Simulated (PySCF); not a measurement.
Cl3Si, SMILES Cl[Si](Cl)Cl, multiplicity 2. Geometry optimised at ωB97X-D3(BJ)/def2-SVP. The isomer is the one that the SMILES or the coordinates give; other isomers of the formula were not compared.

Computed with ωB97X-D3(BJ)/def2-SVP (PySCF 2.14.0).

Harmonic wavenumbers (cm⁻¹): 165, 165, 240, 494, 613, 613. Rotational constants (GHz): 2.420, 2.420, 1.277; symmetry number 3.

Work out the zero-point energy and the ideal-gas rigid-rotor harmonic-oscillator thermochemistry at 298.15 K and 1 atm.

ZPE = ½ Σ hcν = ½ × 2289 cm⁻¹ = 13.69 kJ/mol. H − E(el) = 29.57 kJ/mol. Entropy in J/(mol K): translation 169.87, rotation 108.66, vibration 34.80, spin 5.76, total 319.10. G − E(el) = -65.57 kJ/mol. Cp = 70.18 J/(mol K).
